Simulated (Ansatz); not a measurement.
A search over several starts for the lowest SCF solution of BaSe₂ at the given spin, in a small basis.

```yaml
crystal:
  periodic: [false, false, false]
  atoms:
    - {symbol: Ba, position_ang: [-1.056092, -1.460626, 0.705915]}
    - {symbol: Se, position_ang: [1.455027, -0.111661, -0.708380]}
    - {symbol: Se, position_ang: [-0.398935, 1.572289, 0.002466]}
basis:
  gaussian: {orbitals: def2-SVP, initial_orbitals: start.molden}
magnetization: {spin_polarized: true, initial_magnetization: 4}
hamiltonian: {xc: pbe0, dispersion: d4}
output: {orbitals: {seedname: orbitals}}
```

The file start.molden holds the orbitals of an earlier run on this structure, at another level or in another basis.

```sh
$ ansatz run in.yaml --threads 4 --pin off --events-out ev --progress --plain --max-ram 3916MiB
```

Shortened log:

```
Functional definition: PBE0
819 factors; integrals over basis functions are off by at most 9.1e-4 eV
mean field evaluation 1: about -131359.6328 eV, gradient 1.8e1 eV
mean field evaluation 2: about -131359.7632 eV, gradient 2.7e-1 eV
mean field evaluation 4: about -131359.8523 eV, gradient 8.9e-3 eV
mean field evaluation 8: about -131359.8524 eV, gradient 2.7e-5 eV
mean field evaluation 16: about -131359.8524 eV, gradient 6.1e-6 eV
mean field evaluation 32: about -131359.8524 eV, gradient 7.2e-3 eV
mean field evaluation 64: about -131359.7903 eV, gradient 6.9e-1 eV
mean field -131359.85236601 eV, -4827.3855355451 hartree, gradient 6.7e-6 eV, S^2 6.012442; 6 other end points of the search recorded, 0 dependent functions left out
reference -131359.85240645 eV, -4827.3855370310 hartree; 41, 37 occupied and 53, 57 virtual orbitals, 819 factors
Total energy: -131359.94484087 eV, -4827.3889339333 hartree
```

Hardware: 4 threads of Arm Neoverse V2 on a shared host. Wall time 9.5 s.

In the def2 sets Ba takes a core potential; there is no spin–orbit coupling. At PBE0-D4/def2-TZVP a singlet of charge 0 lies 3.70 eV below the quintet, each at its own geometry. The structure comes from a short search, and lower isomers may exist.
